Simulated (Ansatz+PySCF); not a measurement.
Two shapes of singlet CH3Br.

Shape 1:

```xyz
5

C     0.0000    0.0000   -1.5112
Br    0.0000    0.0000    0.4183
H     0.0000   -1.0395   -1.8580
H    -0.9002    0.5197   -1.8580
H     0.9002    0.5197   -1.8580
```

Shape 2:

```xyz
5

C     0.0000    0.0000   -1.6321
Br    0.0000    0.0000    0.4518
H     0.0000   -1.1226   -2.0066
H    -0.9722    0.5613   -2.0066
H     0.9722    0.5613   -2.0066
```

Basis set: def2-SVP (spherical functions). Frozen core: 10 orbitals. Charge 0, multiplicity 1.

Computed with Ansatz (development build ahead of 0.2.0); each method stands on the lowest determinant of its kind that the runs found.

(1) Which shape is lower in energy, and by how much in each method?

## Answers

(1)

| method | E(2) − E(1) (eV) |
| --- | --- |
| RHF | 0.646 |
| UHF | 0.646 |
| UHF-MP2 | 0.548 |
| RHF-CCSD | 0.506 |
| RHF-CCSD(T) | 0.477 |

Shape 1 is lower.
